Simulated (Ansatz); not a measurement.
**Question.** Name a neutral molecule of C, Si and H with HOMO–LUMO gap (PBE/def2-TZVPP) between 5.00 and 5.30 eV and HOMO–LUMO gap (B3LYP/def2-TZVPP) between 6.55 and 6.85 eV (Ansatz, PBE0-D4/def2-TZVP geometry).

**Answer.** `C=C([SiH3])[SiH3]` (5.12 eV, 6.80 eV); `CC1C[SiH2]1` (5.10 eV, 6.58 eV); `C/C=C\C[SiH3]` (5.12 eV, 6.77 eV); `CC1=C[SiH2][SiH2]1` (5.01 eV, 6.73 eV); `[SiH3]C[SiH]1CC1` (5.23 eV, 6.74 eV). Other molecules can fit too; these were computed, each in one conformer that needn't be the lowest.

B3LYP here is the variant with VWN-RPA as its local correlation; programs differ in this.
